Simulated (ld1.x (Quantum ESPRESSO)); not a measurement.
**Tc: one change to a TM semilocal potential, before and after**

Tc, norm-conserving Troullier–Martins (semilocal form), made with ld1.x (Quantum ESPRESSO) 7.5 (PBE, scalar-relativistic). Core [Kr], reference 4d5 5s1 5p1. Waves: 5p (bound): rc 3.85 bohr; 4d (bound): rc 2.30 bohr; 5s (bound): rc 2.20 bohr. Local part: the s channel. Core correction: none.

Change: wave 4d (bound): rc 2.30 bohr becomes 4d (bound): rc 2.42 bohr.

Cutoffs: the cutoffs (Ry, on a coarse ladder) from which the occupation-weighted sum of valence levels, in a spherical-Bessel basis at the reference potential, stays within 10 and 1 mRy of its value at 400 Ry; they do not see the model core or the augmentation charge, which bear on the density cutoff. Errors are all-electron minus pseudo energies relative to the spin-unpolarised reference configuration.

Question: How do hardness, ghosts and transferability respond?

Answer: The potential gets neither clearly harder nor softer (35 Ry and 45 Ry → 35 Ry and 40 Ry); of the 7 tests that both files solve, the error grows in 1 and shrinks in 0 by more than 15 % and 0.3 meV (median size 6.0 → 5.9 meV); the range in which the d phases agree narrows (upper end 2.6 → 0.4); neither file shows a bound ghost. A semilocal file is local in each channel, so a ghost entry of none says nothing of the separable form that plane-wave codes build from it.

| quantity | base | changed |
| --- | --- | --- |
| cutoff, loose | 35 Ry | 35 Ry |
| cutoff, tight | 45 Ry | 40 Ry |
| bound ghosts | none | none |
| error for 4d5 5s2 5p0, meV [ΔE -3.75 eV] | +6.0 | +5.9 |
| error for 4d5 5s1 5p0, meV [ΔE 4.40 eV] | +1.4 | +1.5 |
| error for 4d5 5s0 5p0, meV [ΔE 19.25 eV] | +63 | +62 |
| error for 4d4 5s2 5p0, meV [ΔE 7.89 eV] | -1.6 | +3.8 |
| error for 4d3 5s0 5p0, meV [ΔE 89.99 eV] | +102 | +110 |
| error for 4d5 5s0 5p2, meV [ΔE 3.96 eV] | +6.6 | +6.5 |
| error for 4d5 5s1.5 5p0, meV [ΔE -0.47 eV] | +0.9 | +0.9 |
| s: phases at 4.19 bohr within 0.05 rad from the reference energy up to (Ry; the scan ends near 5) | 0.7 | 0.7 |
| p: phases at 4.19 bohr within 0.05 rad from the reference energy up to (Ry; the scan ends near 5) | 1.1 | 1.1 |
| d: phases at 4.19 bohr within 0.05 rad from the reference energy up to (Ry; the scan ends near 5) | 2.6 | 0.4 |
